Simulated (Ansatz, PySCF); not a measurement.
Spin states of F2Zr (SMILES [F][Zr][F]), each relaxed with B3LYP-D3(BJ)/def2-TZVP.
State 1 (charge 0, multiplicity 3):
```xyz
3

Zr     0.45287     0.05844    -0.07905
F     -0.50584     1.31891    -1.17336
F      0.01980    -1.32998     1.18198
```
State 2 (charge 0, multiplicity 1):
```
atom    x (Å)    y (Å)    z (Å)
----  -------  -------  -------
Zr     0.6696   0.0781  -0.1047
F     -0.5804   1.1431  -1.0130
F     -0.1224  -1.1738   1.0473
```

Singlets are restricted, other states unrestricted; no spin–orbit coupling, no relativity up to Kr; see below for the cores. The largest T1 diagnostic is 0.022.

Correlated levels freeze the inner cores; with def2 sets outer-core shells near the valence are correlated too. CBS(a, b) extrapolates the correlation energy as X⁻³ and adds the Hartree–Fock energy of set b.

Codes used: Ansatz (Gaussian orbitals); PySCF for the dispersion terms.  In def2 rows elements past Kr take small-core potentials, without spin–orbit coupling.

```
level                              energy of the multiplicity-1 state less that of the multiplicity-3 state (eV)
---------------------------------  -----------------------------------------------------------------------------
BLYP-D3(BJ)/def2-TZVPP                                                                                     0.234
BLYP-D4/def2-TZVPP                                                                                         0.232
r2SCAN/def2-TZVPP                                                                                          0.664
B97M-V/def2-TZVPP                                                                                          0.481
CAM-B3LYP-D3(BJ)/def2-TZVPP                                                                                0.407
wB97X-V/def2-TZVPP                                                                                         0.344
CCSD/def2-TZVPP                                                                                            0.293
CCSD(T)/def2-SVP                                                                                               …
CCSD(T)/CBS(def2-SVP, def2-TZVPP)                                                                              …
```

Task: Complete the blanks.

Result: 
- CCSD(T)/def2-SVP, energy of the multiplicity-1 state less that of the multiplicity-3 state (eV): 0.088
- CCSD(T)/CBS(def2-SVP, def2-TZVPP), energy of the multiplicity-1 state less that of the multiplicity-3 state (eV): 0.100

Doubts at one or more of the structures used: a restricted determinant that unrestricted orbitals would lower (CCSD/def2-TZVPP, CCSD(T)/def2-SVP, CCSD(T)/CBS(def2-SVP, def2-TZVPP)).

Ansatz is an electronic-structure program.
